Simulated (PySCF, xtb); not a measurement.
CH6O3Sn, SMILES [CH3][Sn]([OH])([OH])[OH] (connectivity only; charge and spin as stated), charge +1, multiplicity 2. Other conformers were not sampled.

Harmonic wavenumbers (cm⁻¹) from GFN2-xTB run with xtb 6.7.1 at its own minimum, in rising order: 79, 79, 93, 120, 127, 128, 246, 305, 308, 343, 409, 522, 522, 605, 607, 778, 806, 807, 1058, 1277, 1277, 2949, 3016, 3020, 3485, 3487, 3502.

What does B3LYP-D3(BJ)/def2-SVP run with PySCF 2.14.0 give at its own minimum? (Estimate from the structure and the level; the computed values follow.)

85, 85, 103, 127, 133, 133, 261, 270, 270, 296, 532, 532, 600, 651, 651, 833, 858, 858, 1039, 1382, 1382, 3051, 3243, 3243, 3744, 3744, 3752. Paired by order, the mean absolute difference is 81 cm⁻¹ and the zero-point energies are 42.8 and 45.5 kcal/mol.
